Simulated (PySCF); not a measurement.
## Calculated data, B₂Cl₂H₂

Calculation on a computer-drawn molecule: the log of a Hartree-Fock and frozen-core CCSD(T) single point meant for a local Hartree-Fock minimum, with one planted fault or none, to be diagnosed. Offsets are logged minus clean, where the clean run is the same molecule without the fault. The reference is restricted for singlets and unrestricted otherwise, and also for a bond in bohr or an excited solution. Adding or removing an electron swaps singlet and doublet. The excited solution moves the top pair (singlet) or top alpha electron (doublet) to the lowest empty orbital. Highest occupied and lowest empty are orbital energies over both spins, largest force is the largest gradient component, triples share is (T) over the correlation energy, the T1 limit is 0.02 restricted and 0.045 unrestricted, electrons count all cores, a negative frequency is imaginary (commonest isotopes), and the dipole is about the centre of nuclear charge. Program: PySCF 2.14.0.

### B₂Cl₂H₂

Logged structure:
```xyz
6
B2Cl2H2
Cl    -0.7040     0.6268    -0.4692
B      0.8087     1.4701    -0.8185
B      1.2497     1.7388    -2.4402
Cl     3.2321    -0.4708    -3.9686
H      1.4535     1.8202     0.1243
H      0.9029     2.6807    -3.0881
```

| Property | Result |
| --- | --- |
| meant charge | 0 |
| meant multiplicity | 1 |
| meant basis | cc-pV(D+d)Z |
| logged electrons | 46 |
| logged basis functions | 84 |
| logged SCF converged | yes |
| logged spin squared | 0.9247 |
| logged highest occupied | -9.9428 eV |
| logged lowest empty | -0.70572 eV |
| logged largest force | 0.013995 hartree/bohr |
| logged T1 diagnostic | 0.030976 |
| logged D1 diagnostic | 0.17471 |
| logged triples share | 0.025777 |
| logged CC converged | yes |
| logged dipole magnitude | 1.3368 debye |
| logged SCF stable within its kind | yes |
| logged energy HF | -969.46621 hartree |
| logged energy CCSD(T) | -969.92972 hartree |
| possible faults | no fault, one electron removed, one electron added, multiplicity raised by two, geometry at a saddle point, SCF held on an excited solution, minimal basis STO-3G, one bond length entered in bohr, all coordinates scaled |
| planted fault | one bond length entered in bohr, row 3 of the drawn bonds |
| HF energy offset from clean run | 84.59 kcal/mol |
| CCSD(T) energy offset from clean run | 103.7 kcal/mol |

Drawn bonds:
```csv
atom,other atom,order
1,2,1
2,3,1
3,4,1
2,5,1
3,6,1
```
